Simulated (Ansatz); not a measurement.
Basis-set extrapolation for C2H8O2Si, SMILES `CO[SiH](C)O` (PBE0-D4/def2-TZVP geometry, frozen core, Ansatz 0.2.0). Multiplicity 1, RHF reference.

|  | def2-TZVPP | def2-QZVPP |
| --- | --- | --- |
| HF | -519.270148 | -519.291116 |
| MP2 correlation | -0.952978 | -1.024150 |
| CCSD(T) correlation | -1.030187 | not run |

Energies in hartree. Use E(X) = E(∞) + A·exp(−7.88·√X) for Hartree–Fock and E(X) = E(∞) + B·X^(−2.97) for correlation, with X = 3 and 4, and add CCSD(T) minus MP2 of the smaller set to the MP2 limit.

Question: What is the CCSD(T) energy at the basis-set limit?

Answer: HF limit: -519.291116 + (-0.020968) × 0.13774 = -519.29400. MP2 limit: -1.024150 + (-0.071172) × 0.74074 = -1.07687. Higher-order term: -1.030187 − (-0.952978) = -0.07721. Total: -520.44808 hartree, 387.9 kJ/mol below CCSD(T)/def2-TZVPP.
